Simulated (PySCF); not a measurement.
Job file and geometry (Å, from GFN2-xTB) of an NMR shielding run on `C[Si@@H]1N[SiH2][SiH2]N1[SiH3]`, CH12N2Si4, PySCF 2.14.0, density-fitted response routines, GIAO PBE0/pcSseg-1 NMR shielding, non-relativistic, gas phase; density fitting, a coarse starting grid and PySCF grid level 2 are the driver's defaults:

```
$ OMP_NUM_THREADS=1 python probes_run.py task.json out

{"job": {"kind": "nmr", "xc": "PBE0", "basis": "pcSseg-1"}, "charge": 0, "multiplicity": 1}
C      0.582207     2.368756     0.085793
Si    -0.027281     0.787368    -0.758929
N     -1.742539     0.614014    -0.593082
Si    -2.489006    -0.846006    -0.026052
Si    -0.528552    -1.854866     0.596285
N      0.599419    -0.649819     0.011029
Si     2.307425    -0.847235     0.242921
H      0.261301     2.418961     1.122134
H      1.666090     2.411787     0.070929
H      0.208296     3.252811    -0.420802
H      0.351643     0.758733    -2.183303
H     -2.312099     1.376322    -0.916788
H     -3.264687    -1.449485    -1.125571
H     -3.471374    -0.464832     1.003357
H     -0.279295    -2.037459     2.036675
H     -0.182108    -3.130370    -0.051891
H      2.664585    -2.227597    -0.087609
H      2.659997    -0.562750     1.638384
H      2.986173     0.090915    -0.650943
```

Question: Write the output of this run.

Answer: 
```
coarse grid: 17152 points
cycle   1  E = -1312.0604913825  dE =  5.349e-01  |g| = 6.804e-01  |ddm| = 4.025e+00
cycle   2  E = -1311.9397074170  dE =  1.208e-01  |g| = 9.859e-01  |ddm| = 1.513e+00
cycle   3  E = -1312.1575821657  dE = -2.179e-01  |g| = 1.086e-01  |ddm| = 1.075e+00
cycle   4  E = -1312.1601231892  dE = -2.541e-03  |g| = 3.675e-02  |ddm| = 1.380e-01
cycle   5  E = -1312.1604335896  dE = -3.104e-04  |g| = 1.081e-02  |ddm| = 3.986e-02
cycle   6  E = -1312.1604566215  dE = -2.303e-05  |g| = 3.717e-03  |ddm| = 1.298e-02
cycle   7  E = -1312.1604595563  dE = -2.935e-06  |g| = 6.194e-04  |ddm| = 3.568e-03
final grid: 145360 points
cycle   8  E = -1312.1932667312  dE = -1.843e-05  |g| = 7.650e-03  |ddm| = 2.046e-02
cycle   9  E = -1312.1932539240  dE =  1.281e-05  |g| = 1.076e-02  |ddm| = 1.632e-02
cycle  10  E = -1312.1932797173  dE = -2.579e-05  |g| = 1.074e-03  |ddm| = 1.002e-02
cycle  11  E = -1312.1932799657  dE = -2.484e-07  |g| = 2.589e-04  |ddm| = 1.124e-03
cycle  12  E = -1312.1932799803  dE = -1.456e-08  |g| = 5.754e-05  |ddm| = 2.534e-04
cycle  13  E = -1312.1932799808  dE = -4.898e-10  |g| = 3.348e-05  |ddm| = 7.570e-05
cycle  14  E = -1312.1932799810  dE = -2.431e-10  |g| = 3.264e-06  |ddm| = 3.290e-05
converged SCF energy = -1312.1932799810

GIAO shielding tensors (ppm)
atom      isotropic    diamagn.    paramagn.     s11        s22        s33       span
  0 C      183.077     257.180     -74.103    174.314    180.315    194.601     20.287
  1 Si     350.318     882.615    -532.297    305.751    359.888    385.313     79.563
  2 N      247.655     327.708     -80.053    218.075    229.743    295.146     77.071
  3 Si     403.899     880.588    -476.688    365.172    375.599    470.927    105.755
  4 Si     395.283     881.784    -486.501    342.029    366.141    477.679    135.650
  5 N      265.423     335.407     -69.983    248.217    267.978    280.076     31.859
  6 Si     405.433     880.897    -475.464    359.544    386.438    470.316    110.772
  7 H       31.648      33.266      -1.618     27.903     29.624     37.418      9.514
  8 H       31.371      32.227      -0.856     26.441     30.193     37.479     11.038
  9 H       31.599      30.494       1.105     27.278     28.818     38.702     11.424
 10 H       26.313      31.103      -4.790     23.432     23.560     31.948      8.516
 11 H       31.962      32.295      -0.333     22.332     29.010     44.544     22.212
 12 H       26.545      28.526      -1.981     22.644     24.094     32.898     10.254
 13 H       26.512      28.915      -2.404     22.700     24.303     32.532      9.832
 14 H       26.641      29.964      -3.322     22.943     24.434     32.547      9.604
 15 H       26.643      29.572      -2.929     22.932     24.503     32.494      9.562
 16 H       26.909      29.377      -2.468     23.120     25.005     32.601      9.481
 17 H       26.945      30.063      -3.118     23.303     24.730     32.802      9.499
 18 H       26.933      30.183      -3.250     22.963     25.939     31.897      8.934
```

Question: Turn these shieldings into chemical shifts. δ = σ(ref) − σ, references computed at the same level: 13C (σref 186.93), 29Si (σref 349.16), 1H (σref 31.72) against TMS; NH3 for 15N (σref 267.73).

Answer: Averaging equivalent atoms: C 0: 3.8; Si 1: -1.2; Si 4: -46.1; Si 3: -54.7; Si 6: -56.3; N 2: 20.1; N 5: 2.3; H 10: 5.40; H 13: 5.21; H 12: 5.17; H 14: 5.08; H 15: 5.07; H 16/17/18: 4.79; H 7/8/9: 0.18; H 11: -0.25 ppm. Experimental scales use liquid or dissolved standards, which lie at an offset from isolated NH3 (liquid NH3: subtract about 20 ppm).

Size and cost of the density-fitted run: 207 basis functions, 70 s wall time on 1 thread of an Intel Xeon, shared host; peak memory 0.93 GiB.
